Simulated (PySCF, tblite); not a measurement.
C4H6Cl2SSi2.
Numbering: `[Cl:1][SiH2:2][Si@@H:3]([Cl:4])[c:5]1[cH:6][cH:7][cH:8][s:9]1` (hydrogens: H10, H11 on Si2; H12 on Si3; H13 on C6; H14 on C7; H15 on C8)

Structure used (GFN2-xTB), in Å, numbered top down from 1:
```
atom  x, y, z in Å
Cl1   -2.653    2.220    1.282
Si2   -2.857    0.534    0.188
Si3   -1.146   -0.943    0.736
Cl4   -1.403   -2.684   -0.277
C5     0.539   -0.292    0.227
C6     1.391   -0.739   -0.743
C7     2.562    0.035   -0.872
C8     2.592    1.076    0.001
S9     1.193    1.126    0.993
H10   -2.856    0.947   -1.219
H11   -4.188   -0.003    0.475
H12   -1.056   -1.307    2.157
H13    1.181   -1.607   -1.343
H14    3.344   -0.175   -1.580
H15    3.353    1.820    0.124
```

Method used: PBE0/pcSseg-1 in PySCF (dipole) on a GFN2-xTB geometry, gas phase.

Take the most abundant isotopes and a rigid rotor. The values belong to one conformer with, in the numbering `[Cl:1][SiH2:2][Si@@H:3]([Cl:4])[c:5]1[cH:6][cH:7][cH:8][s:9]1`, Cl1–Si2–Si3–Cl4 177°, Si2–Si3–C5–C6 -111°.

**Question.** What are A, B and C (MHz)?

**Answer.** Ia = 614.33, Ib = 853.86, Ic = 1367.35 u·Å²; 505379 MHz·u·Å²/I gives A = 822.7, B = 591.9, C = 369.6 MHz.

**Question.** What kind of rotor is it?

**Answer.** An asymmetric top; Ray's κ = -0.019.

**Question.** What does the inertial defect say?

**Answer.** Not planar: Δ = Ic − Ia − Ib = -100.83 u·Å². For a rigid frame Δ = −2 Σ m c², so Σ m c² = 50.42 u·Å² lies off the ab plane: 10.97 from hydrogen and 39.44 from heavier atoms. The atom farthest from that plane is 2.04 Å away.

**Question.** Give the other two planar moments, Paa and Pbb, and the rms extents of the mass along the axes.

**Answer.** Paa = Σ m a² = (Ib + Ic − Ia)/2 = 803.44 and Pbb = Σ m b² = (Ia + Ic − Ib)/2 = 563.91 u·Å². With the mass M = 211.91 u, the rms extents √(P/M) along a, b and c are 1.95, 1.63, 0.49 Å.

**Question.** Where do the levels up to J = 3 lie, in MHz?

**Answer.** Above 0(0,0):
J = 1: 1(0,1) 961, 1(1,1) 1192, 1(1,0) 1415
J = 2: 2(0,2) 2784, 2(1,2) 2893, 2(1,1) 3560, 2(2,1) 4252, 2(2,0) 4353
J = 3: 3(0,3) 5353, 3(1,3) 5390, 3(1,2) 6692, 3(2,2) 7137, 3(2,1) 7552, 3(3,1) 8900, 3(3,0) 8932
Those of J = 1 are B + C, A + C and A + B.

**Question.** Which types of transition are allowed, and where do some lines up to J = 3 fall?

**Answer.** The dipole components are |μa| = 1.12 D, |μb| = 0.06 D, |μc| = 0.57 D. Intensities carry the squares of the components, which stand as 1.00 : 0.00 : 0.26 (a : b : c). Some lines, for components of 0.1 D or more:

| type | branch | J(Ka,Kc) | MHz | lower level (cm⁻¹) |
| --- | --- | --- | --- | --- |
| a | Q | 3(2,1) ← 3(2,2) | 416 | 0.238 |
| c | Q | 3(2,2) ← 3(1,2) | 445 | 0.223 |
| a | Q | 2(1,1) ← 2(1,2) | 667 | 0.096 |
| c | Q | 2(2,1) ← 2(1,1) | 692 | 0.119 |
| a | R | 1(0,1) ← 0(0,0) | 961 | 0.000 |
| a | Q | 3(1,2) ← 3(1,3) | 1301 | 0.180 |
| c | Q | 3(3,1) ← 3(2,1) | 1348 | 0.252 |
| c | R | 1(1,0) ← 0(0,0) | 1415 | 0.000 |
| a | R | 2(1,2) ← 1(1,1) | 1701 | 0.040 |
| a | R | 2(0,2) ← 1(0,1) | 1822 | 0.032 |
| a | R | 2(1,1) ← 1(1,0) | 2145 | 0.047 |
| a | R | 3(1,3) ← 2(1,2) | 2497 | 0.096 |
| a | R | 3(0,3) ← 2(0,2) | 2570 | 0.093 |
| c | R | 2(1,1) ← 1(0,1) | 2598 | 0.032 |
| c | R | 2(2,0) ← 1(1,0) | 2938 | 0.047 |
| c | R | 2(2,1) ← 1(1,1) | 3060 | 0.040 |
| a | R | 3(1,2) ← 2(1,1) | 3132 | 0.119 |
| c | R | 3(1,2) ← 2(0,2) | 3908 | 0.093 |
| c | R | 3(2,1) ← 2(1,1) | 3992 | 0.119 |
| c | R | 3(2,2) ← 2(1,2) | 4244 | 0.096 |
| c | R | 3(3,0) ← 2(2,0) | 4579 | 0.145 |
| c | R | 3(3,1) ← 2(2,1) | 4648 | 0.142 |

**Question.** Estimate the classical rotational partition function at 25 K, 50 K and 200 K.

**Answer.** Point group C1, symmetry number σ = 1; q = (√π/σ)·√((kT/h)³/(ABC)), k/h = 20836.6 MHz/K: 49700 at 25 K, 141000 at 50 K, 1120000 at 200 K.

Its lowest GFN2-xTB frequency is 13 cm⁻¹, too small to tell a flat minimum from a shallow saddle. These are rigid-rotor constants of the computed structure; measured ground-state constants (B0) also hold zero-point vibration. Quadrupole hyperfine structure (35Cl) is left out.

Hardware: one thread of an Intel Xeon at 2.50 GHz, no GPU, on a shared host. Cost: 2.3 min wall, 2.0 min CPU, 0.99 GiB resident at most. This is the PBE0/pcSseg-1 job that gave the dipole, with the shieldings it also computed.
